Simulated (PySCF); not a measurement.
Match the calculated data to a structure.

All candidates are C9H9N.

| technique | computed result |
| --- | --- |
| 13C NMR | chemical shifts (computed TMS as zero) by class: 210.0 (1 C), 144.1 (2 C), 141.9 (1 C), 118.6 (2 C), 87.7 (1 C), 72.9 (1 C), 40.4 (1 C) ppm [GIAO KT2/pcSseg-1] |
| 1H NMR | chemical shifts (computed TMS as zero) by class: 8.38 (2 H), 6.86 (2 H), 5.24 (1 H), 4.97 (2 H), 3.29 (2 H) ppm [GIAO KT2/pcSseg-1] |
| Triplet | lowest triplet excitation (Tamm–Dancoff): 4.33 eV [TDA wB97X-D/def2-SVPD] |
| NMR, other nuclei | isotropic shieldings of nuclei other than C and H, by class: -66 (1 N) ppm [GIAO KT2/pcSseg-1] |
| Rotational structure | rotational constants A, B, C: 3.919, 0.668, 0.586 GHz [PBE0-D3(BJ)/def2-SVP] |
| UV, first state | lowest singlet excitation: 5.09 eV (243 nm, f = 0.004) [TDDFT wB97X-D/def2-SVPD] |

Electronic properties: PySCF, gas phase, density fitting. Levels stand in brackets. Geometry: PBE0-D3(BJ)/def2-SVP, one conformer, isolated molecule. Each NMR value is the plain mean over a class of atoms that symmetry, rotation or inversion makes alike.

Question: Which candidate is it?
A. `C=C=CCc1ccncc1`
B. `C=NC1=C[C@H]2C=C[C@@H]1C=C2`
C. `C#CCC(=C)C(=C)CC#N`

Answer: A. It is `C=C=CCc1ccncc1`. Numbering: `[CH2:1]=[C:2]=[CH:3][CH2:4][c:5]1[cH:6][cH:7][n:8][cH:9][cH:10]1`. Its formula, C9H9N, gives 6 degrees of unsaturation: 1 ring and 5 π bonds in the structure found (Kekulé form). 9 carbons fall into 7 classes; from least to most shielded: central carbon of cumulated double bonds [C2] (210.0 ppm), aromatic CH next to a ring nitrogen [C7/C9] (144.1 ppm, 2 C), substituted aromatic carbon [C5] (141.9 ppm), aromatic CH carbon [C6/C10] (118.6 ppm, 2 C), outer carbon of cumulated double bonds [C3] (87.7 ppm), outer carbon of cumulated double bonds [C1] (72.9 ppm), benzylic-type carbon [C4] (40.4 ppm). Hydrogen classes from least to most shielded: 2 H on 2 like atoms (aromatic CH next to a ring nitrogen), C7/C9 (8.38 ppm), 2 H on 2 aromatic CH carbons, C6/C10 (6.86 ppm), 1 H on an outer carbon of cumulated double bonds, C3 (5.24 ppm), 2 H on an outer carbon of cumulated double bonds, C1 (4.97 ppm), 2 H on a benzylic-type carbon, C4 (3.29 ppm). The other shieldings belong to: -66 ppm, pyridine-type nitrogen [N8]. The optimised geometry has point group C1 and is an asymmetric top.

The others, at the same levels:
- `C=NC1=C[C@H]2C=C[C@@H]1C=C2` fails: its computed 13C shifts are 170.2 (1 C), 141.8 (2 C), 139.6 (2 C), 136.3 (1 C), 114.8 (1 C), 57.0 (1 C), 52.3 (1 C) ppm, 1H shifts are 6.99 (2 H), 6.97 (2 H), 6.96 (1 H), 6.31 (1 H), 5.80 (1 H), 4.45 (1 H), 4.35 (1 H) ppm and lowest singlet excitation is 4.10 eV (302 nm, f = 0.055) (against 5.09 eV).
- `C#CCC(=C)C(=C)CC#N` fails: it has 9 carbon classes against 7; its computed 13C shifts are 144.5 (1 C), 141.6 (1 C), 116.0 (1 C), 115.2 (1 C), 110.9 (1 C), 78.2 (1 C), 68.2 (1 C), 28.4 (1 C), 25.9 (1 C) ppm, 1H shifts are 5.46 (1 H), 5.39 (1 H), 5.02 (1 H), 5.01 (1 H), 3.48 (2 H), 3.37 (2 H), 2.13 (1 H) ppm and lowest singlet excitation is 5.66 eV (219 nm, f = 0.201) (against 5.09 eV).

Each candidate is one conformer, not necessarily the lowest. Dipoles, sizes and rotational constants follow the conformer. The torsions of the flexible species, by atom-mapped SMILES:
- `[CH2:1]=[C:2]=[CH:3][CH2:4][c:5]1[cH:6][cH:7][n:8][cH:9][cH:10]1`: C2–C3–C4–C5 -118°, C3–C4–C5–C6 -139°
- `[CH2:1]=[N:2][C:3]1=[CH:4][C@H:5]2[CH:6]=[CH:7][C@@H:8]1[CH:9]=[CH:10]2`: C1–N2–C3–C4 49°
- `[CH:1]#[C:2][CH2:3][C:4](=[CH2:5])[C:6](=[CH2:7])[CH2:8][C:9]#[N:10]`: C2–C3–C4–C5 99°, C3–C4–C6–C7 -139°, C4–C6–C8–C9 -81°
